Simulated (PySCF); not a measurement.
A structure optimised at ωB97X-D3(BJ)/def2-SVP, used in a PySCF frequency run:

```xyz
10

Si    -0.6017    -1.0956     0.0000
C      0.9568    -2.1252     0.0000
N     -0.1801     0.5856     0.0000
C      0.0681     1.7561     0.0000
O      0.3176     2.8999     0.0000
H     -1.4231    -1.3628    -1.2134
H     -1.4231    -1.3628     1.2134
H      0.7103    -3.1993     0.0000
H      1.5652    -1.9106    -0.8926
H      1.5652    -1.9106     0.8926
```
Charge 0, spin multiplicity 1.

Task: Write its SMILES, formula and point group.

Result: C[SiH2]N=C=O, C2H5NOSi, Cs

Task: What are its rotational constants (standard atomic weights)?

Result: 13.549, 1.7465, 1.5917 GHz
